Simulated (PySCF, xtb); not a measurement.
CH6O2Si2, SMILES O[Si@H]1OC[SiH2]1.

Geometry optimised at PBE-D3(BJ)/def2-SVP. The structure was generated by enumeration; whether it is a known compound was not checked. The values are those of a single conformer.

Calculation: C-PCM-ωB97X/def2-SVP (PySCF 2.14.0).

The values are the electrostatic part of the solvation free energy, E(continuum) − E(gas) at the gas-phase geometry, in a cavity of scaled van der Waals radii (PySCF's table); cavitation and dispersion terms are not included. In vacuum the orbital gap is 11.80 eV. The dipole moment in vacuum is 2.35 D.

Computed values in water (ε = 78.36), ethylethanoate (ε = 5.99), toluene (ε = 2.37):
```
solvent             ε  ΔG(elec) (kcal/mol)  dipole (D)  gap (eV)
--------------  -----  -------------------  ----------  --------
water           78.36                 -6.2        3.05     11.90
ethylethanoate   5.99                 -5.1        2.91     11.88
toluene          2.37                 -3.4        2.71     11.86
```

For comparison, GFN2-xTB/ALPB(water) (xtb, at the GFN2-xTB geometry, all terms of that model) gives -4.2 kcal/mol.
